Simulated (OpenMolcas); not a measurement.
4s² 4p² along the 32-electron sequence

```yaml
Program: OpenMolcas 26.06
Method: MS-RASPT2, IPEA 0.25 Eh, imaginary shift 0.1 Eh
Basis: ANO-RCC-VTZP
Scalar_Hamiltonian: DKH2, point nucleus
Spin-orbit_coupling: RASSI with atomic mean-field integrals over the reference wave functions, term energies averaged over their components
```

Active space for each ion: 4 electrons in 9 orbitals (RAS2 4s 4p; RAS3 4d, at most 2 electrons); closed shells correlated by CASPT2: 3d.

Computed levels in cm-1 above ³P₀:

```csv
Level,Se2+,Br3+,Kr4+
³P₁,1547,2340,3280
³P₂,3590,5160,6910
¹D₂,13250,16310,19550
¹S₀,28550,34060,39530
weight of ³P in the lowest level (%),99,98,97
```

Measured, with the error of the calculation in %. Measured levels: Se2+ from Moore, Atomic Energy Levels, vol. II, NSRDS-NBS 35 (1971 reprint of NBS Circular 467, 1952); Kr4+ from Saloman, J. Phys. Chem. Ref. Data 36, 215 (2007).

```json
{"Level": "³P₁", "Se2+": "1741 (-11.1)", "Kr4+": "3743 (-12.4)"}
{"Level": "³P₂", "Se2+": "3937 (-8.8)", "Kr4+": "7595 (-9.0)"}
{"Level": "¹D₂", "Se2+": "13032 (+1.7)", "Kr4+": "19723 (-0.9)"}
{"Level": "¹S₀", "Se2+": "", "Kr4+": "39204 (+0.8)"}
```

The fine-structure level ³P₂ changes by a factor of 1.92 from Se2+ to Kr4+. Its fourth root runs 7.74, 8.48, 9.12, with steps per unit of Z of 0.73, 0.64; equal steps would mean a (Z - σ)^4 law with constant σ.

¹D₂ changes by a factor of 1.48 over the same range, with steps per unit of Z of +3060, +3240 cm-1.

Term energies are means over components that CASPT2 splits; among the terms shown or strongly mixed into the levels shown the widest spread is 20 cm-1 (4s² 4p² ¹D, Se2+). The run also gave levels led by 4s 4p² 4d, 4s² 4p 4d, which use shells meant for correlation; these and all levels above them are left out (holds for Se2+). Active for correlation alone: 4d; no level in the range computed is led by a configuration that fills it, so any true level of that kind is missing (holds for Br3+; Kr4+). Computed and measured levels are paired by configuration, term and J; levels that our copy of the source lacks, or whose pairing is in doubt (as where it misses far off the trend of its configuration), stay unpaired and out of the deviations. Only configurations of the active space appear.
